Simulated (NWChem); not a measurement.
System: C$_{4}$H$_{7}$FSi; SMILES FC1=CCC[SiH2]1

NWChem input:

```
start job
memory heap 200 mb stack 900 mb global 1100 mb
geometry units angstroms noautoz
  F     -0.059116    -2.292071     0.042628
  C     -0.159378    -0.960183     0.015429
  C     -1.340615    -0.328048    -0.009230
  C     -1.336628     1.172773    -0.080239
  C      0.090651     1.733473     0.135647
  Si     1.269157     0.260203    -0.044207
  H     -2.285836    -0.882913    -0.011667
  H     -2.042891     1.591863     0.656931
  H     -1.729079     1.486174    -1.064492
  H      0.193827     2.129913     1.158458
  H      0.314141     2.567304    -0.545609
  H      2.030501     0.201052    -1.330928
  H      2.249580     0.112678     1.074155
end
basis spherical
  * library def2-svp
end
dft
  xc m06-2x
  grid xfine
  iterations 150
  mulliken
end
task dft gradient
```

NWChem printed, in part:

```
             Northwest Computational Chemistry Package (NWChem) 7.3.0
             --------------------------------------------------------

 C1  symmetry detected

                             Geometry "geometry" -> ""
                             -------------------------

 Output coordinates in angstroms (scale by  1.889725989 to convert to a.u.)

  No.       Tag          Charge          X              Y              Z
 ---- ---------------- ---------- -------------- -------------- --------------
    1 F                    9.0000    -0.04709928    -2.29084403     0.03872905
    2 C                    6.0000    -0.14886973    -0.95903516     0.01331632
    3 C                    6.0000    -1.33084528    -0.32815973    -0.00798072
    4 C                    6.0000    -1.32864798     1.17274690    -0.07723615
    5 C                    6.0000     0.09849596     1.73474908     0.13614219
    6 Si                  14.0000     1.27820142     0.26297638    -0.04805469
    7 H                    1.0000    -2.27546540    -0.88405154    -0.00897295
    8 H                    1.0000    -2.03372879     1.59020271     0.66198990
    9 H                    1.0000    -1.72362267     1.48687297    -1.06024773
   10 H                    1.0000     0.20351015     2.13010258     1.15918663
   11 H                    1.0000     0.31956679     2.56962088    -0.54462827
   12 H                    1.0000     2.03675218     0.20616307    -1.33652954
   13 H                    1.0000     2.26126352     0.11520989     1.06795626

 Effective nuclear repulsion energy (a.u.)     287.9679866663

                                 NWChem DFT Module
                                 -----------------

 Summary of "ao basis" -> "ao basis" (spherical)
 ------------------------------------------------------------------------------
       Tag                 Description            Shells   Functions and Types
 ---------------- ------------------------------  ------  ---------------------
 F                          def2-svp                 6       14   3s2p1d
 C                          def2-svp                 6       14   3s2p1d
 Si                         def2-svp                 8       18   4s3p1d
 H                          def2-svp                 3        5   2s1p

            General Information
            -------------------
          SCF calculation type: DFT
          Wavefunction type:  closed shell.
          No. of atoms     :    13
          No. of electrons :    54
           Alpha electrons :    27
            Beta electrons :    27
          Charge           :     0
          Spin multiplicity:     1
          Use of symmetry is: off; symmetry adaption is: off
          Maximum number of iterations: 150
          AO basis - number of functions:   123
                     number of shells:    59
          Convergence on energy requested:  1.00D-06
          Convergence on density requested:  1.00D-05
          Convergence on gradient requested:  5.00D-04

              XC Information
              --------------
                       M06-2X Method XC Functional
                     Hartree-Fock (Exact) Exchange  0.540
                        M06-2X Exchange Functional  1.000
                      M06-2X Correlation Potential  1.000

             Grid Information
             ----------------
          Grid used for XC integration:  xfine
          Radial quadrature: Mura-Knowles
          Angular quadrature: Lebedev.
          Tag              B.-S. Rad. Rad. Pts. Rad. Cut. Ang. Pts.
          ---              ---------- --------- --------- ---------
          F                   0.50      100          12.0      1454
          C                   0.70      100          11.0      1454
          Si                  1.10      125          11.0      1454
          H                   0.35      100          12.0      1202
          Grid pruning is: on
          Number of quadrature shells:  1325
          Spatial weights used:  Erf1

      Superposition of Atomic Density Guess
      -------------------------------------

 Sum of atomic energies:        -542.02525088

      Non-variational initial energy
      ------------------------------

 Total energy =    -545.483299
 1-e energy   =   -1317.231839
 2-e energy   =     483.780554
 HOMO         =      -0.273464
 LUMO         =       0.025813

     ---------------------------------------------
      Total Density - Mulliken Population Analysis
     ---------------------------------------------

    Atom       Charge   Shell Charges
 -----------   ------   -------------------------------------------------------
    1 F    9     9.37   1.99  1.14  0.77  3.43  2.04  0.01
    2 C    6     5.75   1.99  0.95  0.31  1.70  0.74  0.07
    3 C    6     6.26   1.99  0.98  0.30  2.01  0.95  0.03
    4 C    6     6.10   1.99  0.96  0.15  1.97  0.99  0.04
    5 C    6     6.49   1.99  0.97  0.27  2.06  1.17  0.02
    6 Si  14    13.44   2.00  1.99  1.00  0.24  5.94  1.13  0.96  0.17
    7 H    1     0.90   0.66  0.22  0.02
    8 H    1     0.90   0.68  0.20  0.02
    9 H    1     0.89   0.68  0.20  0.02
   10 H    1     0.87   0.66  0.18  0.03
   11 H    1     0.87   0.66  0.19  0.03
   12 H    1     1.08   0.70  0.37  0.01
   13 H    1     1.07   0.70  0.37  0.01

   convergence    iter        energy       DeltaE   RMS-Dens  Diis-err
 ---------------- ----- ----------------- --------- --------- ---------
 d= 0,ls=0.0,diis     1   -545.4743860867 -8.33D+02  7.05D-03  4.18D-01
 d= 0,ls=0.0,diis     2   -545.5077687015 -3.34D-02  3.11D-03  2.58D-01
 d= 0,ls=0.0,diis     3   -545.5300877720 -2.23D-02  8.72D-04  2.09D-02
 d= 0,ls=0.0,diis     4   -545.5323333927 -2.25D-03  2.34D-04  8.69D-04
 d= 0,ls=0.0,diis     5   -545.5324241372 -9.07D-05  1.05D-04  2.23D-04
  Resetting Diis
 d= 0,ls=0.0,diis     6   -545.5324496122 -2.55D-05  2.06D-05  6.63D-06
 d= 0,ls=0.0,diis     7   -545.5324503690 -7.57D-07  1.14D-05  9.99D-07
 d= 0,ls=0.0,diis     8   -545.5324503727 -3.74D-09  5.54D-06  1.03D-06

         Total DFT energy =     -545.532450372721
      One electron energy =    -1321.853644628288
           Coulomb energy =      543.899515399228
    Exchange-Corr. energy =      -55.546307809948
 Nuclear repulsion energy =      287.967986666287

 Numeric. integr. density =       54.000000063701

                       DFT Final Molecular Orbital Analysis
                       ------------------------------------

 Vector   25  Occ=2.000000D+00  E=-3.837678D-01
              MO Center=  4.7D-01, -1.2D-01, -2.9D-02, r^2= 3.8D+00
   Bfn.  Coefficient  Atom+Function         Bfn.  Coefficient  Atom+Function
  ----- ------------  ---------------      ----- ------------  ---------------
    18      0.279299   2 C  px               78     -0.272101   6 Si px
     4      0.200688   1 F  px               32     -0.198691   3 C  px
    17      0.184281   2 C  s               114     -0.184144  12 H  s
    81     -0.170482   6 Si px              119     -0.167233  13 H  s
     7     -0.151263   1 F  px               75      0.148105   6 Si px

 Vector   26  Occ=2.000000D+00  E=-3.579166D-01
              MO Center=  1.5D-01,  5.1D-01,  5.1D-02, r^2= 3.4D+00
   Bfn.  Coefficient  Atom+Function         Bfn.  Coefficient  Atom+Function
  ----- ------------  ---------------      ----- ------------  ---------------
    79     -0.265281   6 Si py               18      0.254171   2 C  px
    61      0.254891   5 C  py               60     -0.249143   5 C  px
     4      0.207991   1 F  px               64      0.174574   5 C  py
    82     -0.164660   6 Si py                7     -0.159976   1 F  px
    17      0.159719   2 C  s                63     -0.150173   5 C  px

 Vector   27  Occ=2.000000D+00  E=-3.053332D-01
              MO Center= -5.9D-01, -4.4D-01, -2.5D-02, r^2= 3.0D+00
   Bfn.  Coefficient  Atom+Function         Bfn.  Coefficient  Atom+Function
  ----- ------------  ---------------      ----- ------------  ---------------
    34      0.366527   3 C  pz               20      0.359428   2 C  pz
    37      0.284909   3 C  pz                6      0.237936   1 F  pz
    23      0.216858   2 C  pz                9     -0.197990   1 F  pz
    99      0.154048   9 H  s                48     -0.137706   4 C  pz
    94     -0.137213   8 H  s               115      0.123056  12 H  s

[...]

                         DFT ENERGY GRADIENTS

    atom               coordinates                        gradient
                 x          y          z           x          y          z
   1 F      -0.089005  -4.329068   0.073187    0.000474   0.000926  -0.000045
   2 C      -0.281323  -1.812314   0.025164    0.003052  -0.002259   0.000025
   3 C      -2.514933  -0.620132  -0.015081   -0.001377   0.005303  -0.000234
   4 C      -2.510781   2.216170  -0.145955    0.003510  -0.003942   0.000860
   5 C       0.186130   3.278200   0.257271   -0.002379  -0.001875  -0.000621
   6 Si      2.415450   0.496953  -0.090810   -0.004675  -0.000474   0.000408
   7 H      -4.300006  -1.670615  -0.016956   -0.001168  -0.000163  -0.000049
   8 H      -3.843190   3.005047   1.250980   -0.001073   0.000651   0.000706
   9 H      -3.257175   2.809782  -2.003578   -0.000810   0.000558  -0.001020
  10 H       0.384578   4.025310   2.190545    0.000274   0.000643   0.000873
  11 H       0.603894   4.855879  -1.029198    0.000342   0.001026  -0.000579
  12 H       3.848904   0.389592  -2.525675    0.001756  -0.000131  -0.002393
  13 H       4.273168   0.217715   2.018145    0.002074  -0.000263   0.002070
```

Level: M06-2X/def2-SVP. The geometry was optimised at PBE0/def2-SVP.
